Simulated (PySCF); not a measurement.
## Orbital picture of CI

M06-2X at R = 2.027 Å; basis C def2-TZVPP, I def2-TZVPP with ECP28; scalar-relativistic core potentials; PySCF 2.14. State: ²Π (doublet), unpaired electrons π ↑. Only the outer orbitals are listed, counted within each symmetry, core potentials removing the inner ones.

| spin | orbital | occ. | ε (eV) | on C (%) | main shells (%) |
| --- | --- | --- | --- | --- | --- |
| α | 5σ | 1 | -23.45 | 26 | 71 I s, 21 C s |
| α | 6σ | 1 | -17.57 | 58 | 58 C s, 26 I s, 15 I p |
| α | 3π | 1 | -10.87 | 38 | 62 I p, 37 C p |
| α | 7σ | 1 | -10.29 | 58 | 42 I p, 39 C p, 18 C s |
| α | 3π | 1 | -10.27 | 16 | 83 I p, 15 C p |
| α | 4π | 1 | -7.51 | 59 | 59 C p, 38 I p |
| α | 4π | 0 | -2.80 | 78 | 78 C p, 16 I p |
| α | 8σ | 0 | 0.16 | 27 | 60 I p, 35 C p, 12 I d |
| α | 9σ | 0 | 3.94 | 95 | 73 C s, 24 C p, 24 I p |
| β | 5σ | 1 | -23.08 | 18 | 80 I s, 14 C s |
| β | 6σ | 1 | -16.41 | 60 | 59 C s, 22 I p, 17 I s |
| β | 3π | 1 | -10.21 | 11 | 89 I p, 10 C p |
| β | 3π | 1 | -9.92 | 9 | 91 I p |
| β | 7σ | 1 | -9.64 | 59 | 41 I p, 34 C p, 25 C s |
| β | 4π | 0 | -2.03 | 83 | 83 C p, 10 I p |
| β | 4π | 0 | -1.34 | 85 | 85 C p, 8 I p |
| β | 8σ | 0 | 0.47 | 31 | 55 I p, 37 C p, 13 I d |

**Question.** Which are the highest filled and the lowest empty level, where do they sit, and how wide is the gap?

**Answer.** Highest filled α 4π at -7.51 eV (in %: 59 C p, 38 I p); lowest empty α 4π at -2.80 eV (in %: 78 C p, 16 I p); the gap at M06-2X is 4.71 eV. Both belong to one degenerate shell, split only by its one-sided filling, so this is no excitation gap.

| Property | Result |
| --- | --- |
| bond order (Mayer) | 1.54 |
| ⟨S²⟩ | 0.763 |
| charge on C (Mulliken, basis-dependent) | -0.11 |
| charge on C (Löwdin, basis-dependent) | -0.40 |
| dipole moment (positive dipole means C(−)I(+)) | 1.52 D |

Spin–orbit coupling is left out. The state was picked by a PBE0 search and need not be the measured ground state.
